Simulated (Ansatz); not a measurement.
Ansatz (a program for electronic structure) input (PBE0/def2-TZVPD):

Ansatz 0.2 input:
```yaml
crystal:
  periodic: [false, false, false]
  atoms:
    - {symbol: C, position_ang: [-2.30216103, -0.14361102, -0.01517461]}
    - {symbol: C, position_ang: [-0.81955221, -0.21059360, 0.14467125]}
    - {symbol: C, position_ang: [-0.04262457, -0.98401896, 0.92325785]}
    - {symbol: C, position_ang: [1.35786221, -0.82421183, 0.86431402]}
    - {symbol: C, position_ang: [1.66925917, 0.15436180, -0.03626931]}
    - {symbol: S, position_ang: [0.26024611, 0.83179191, -0.76578990]}
    - {symbol: H, position_ang: [-2.68972312, 0.84420241, 0.24237733]}
    - {symbol: H, position_ang: [-2.77143781, -0.87445481, 0.64196590]}
    - {symbol: H, position_ang: [-2.60594004, -0.36330563, -1.04073074]}
    - {symbol: H, position_ang: [2.08039212, -1.38367695, 1.43799478]}
    - {symbol: H, position_ang: [2.64606964, 0.51700598, -0.31376392]}
basis:
  gaussian:
    orbitals: def2-TZVPD
hamiltonian:
  xc: {name: PBE0}
magnetization: {spin_polarized: true, initial_magnetization: 1}
output: {forces: true}
```

Output:

```
Functional definition: PBE0
integrals: 0.24 GiB planned
1440 factors; their error is unknown
mean field: 2.68 GiB planned
mean field evaluation 1: about -16078.0080 eV, gradient 5.2e1 eV
mean field evaluation 2: about -16052.9935 eV, gradient 8.5e1 eV
mean field evaluation 4: about -16090.8542 eV, gradient 1.0e1 eV
mean field evaluation 8: about -16091.3873 eV, gradient 2.3e-1 eV
mean field evaluation 16: about -16091.4097 eV, gradient 3.6e-3 eV
mean field -16091.40971674 eV, -591.3483999411 hartree, gradient 5.7e-5 eV, S^2 0.760898; 0 other end points of the search recorded, 0 dependent functions left out
the calculation of the forces begins
reference -16091.40975957 eV, -591.3484015149 hartree; 26, 25 occupied and 250, 251 virtual orbitals, 1440 factors
Total energy: -16091.40975957 eV, -591.3484015149 hartree
Atom 0 at    -2.302161    -0.143611    -0.015175 Å, force     0.171986     0.004368     0.007119 eV/Å
Atom 1 at    -0.819552    -0.210594     0.144671 Å, force     0.059044     0.173521    -0.159442 eV/Å
Atom 2 at    -0.042625    -0.984019     0.923258 Å, force     0.129854     0.086768    -0.073177 eV/Å
Atom 3 at     1.357862    -0.824212     0.864314 Å, force    -0.159279     0.119541    -0.122898 eV/Å
Atom 4 at     1.669259     0.154362    -0.036269 Å, force    -0.348001    -0.017547    -0.006210 eV/Å
Atom 5 at     0.260246     0.831792    -0.765790 Å, force     0.059604    -0.357074     0.339928 eV/Å
Atom 6 at    -2.689723     0.844202     0.242377 Å, force    -0.005842     0.025823     0.010887 eV/Å
Atom 7 at    -2.771438    -0.874455     0.641966 Å, force    -0.007501    -0.026210     0.024176 eV/Å
Atom 8 at    -2.605940    -0.363306    -1.040731 Å, force    -0.003384    -0.009601    -0.026756 eV/Å
Atom 9 at     2.080392    -1.383677     1.437995 Å, force     0.046131    -0.030931     0.032121 eV/Å
Atom 10 at     2.646070     0.517006    -0.313764 Å, force     0.057388     0.031343    -0.025749 eV/Å
Dipole moment:    -0.028599     0.024202    -0.024644 e Å
```

It need not be the lowest isomer of its formula.
